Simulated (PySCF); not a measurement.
**A series of derivatives of CC1=C[SiH](F)CC1**

Parent skeleton `[CH3:1][C:2]1=[CH:3][SiH:4]([F:5])[CH2:6][CH2:7]1`; one hydrogen on atom 4 is replaced by X. Hydrogens on one atom are averaged.

Computed data (PySCF 2.14): structure optimised with GFN2-xTB, σ from GIAO-PBE0/pcSseg-1. No solvent model, no relativistic terms, single conformer, rapidly exchanging positions averaged.

References, each an isolated molecule treated in the same way: ¹³C (σ = 186.93 ppm) and ²⁹Si (σ = 349.16 ppm) and ¹H (σ = 31.72 ppm) against TMS; CFCl3 for ¹⁹F (σ = 170.95 ppm).

**Question.** Order these by the shift of C2, most shielded first.
A. X = NHCH3
B. X = COO-
C. X = CHCl2
D. X = PH2
E. X = ethynyl

**Answer.** B (160.4 ppm), D (175.0 ppm), E (178.4 ppm), A (180.2 ppm), C (183.4 ppm).

**Question.** Order these by the shift of H(C3), most shielded first.
A. X = NHCH3
B. X = COO-
C. X = CHCl2

**Answer.** A (5.73 ppm), C (5.90 ppm), B (6.13 ppm).

**Question.** Order these by the shift of F5, most shielded first.
A. X = CHCl2
B. X = NHCH3
C. X = COO-

**Answer.** C (-188.5 ppm), A (-173.4 ppm), B (-168.6 ppm).

Unscaled 19F shifts against computed CFCl3 carry errors that often reach 10 to 50 ppm.
